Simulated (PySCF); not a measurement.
Computed IR spectrum (relative IR intensity) of a molecule C₂H₆GeO₃. The structure is a stationary point at PBE0-D3(BJ)/def2-SVP. One conformer was computed; it need not be the lowest. Level of theory: PBE0-D3(BJ)/def2-SVP (PySCF). Frequencies are harmonic and unscaled.

```csv
ν (cm⁻¹),relative intensity
31,3.7
105,5.4
136,21
151,44
162,19
287,39
305,11
324,3.8
475,2.4
601,2.8
695,97
714,59
718,59
730,24
880,57
890,32
1160,27
1355,26
1420,12
1426,10
1834,88
2139,100
3186,2.8
3900,49
3912,52
```

Question: Pick the molecule that these values belong to.
(A) C[O][GeH2][O]C=O
(B) C=[CH][Ge]([OH])([OH])[OH]
(C) O=C[CH2][GeH]([OH])[OH]
(D) C[C](=O)[GeH]([OH])[OH]

Answer: D, C[C](=O)[GeH]([OH])[OH]
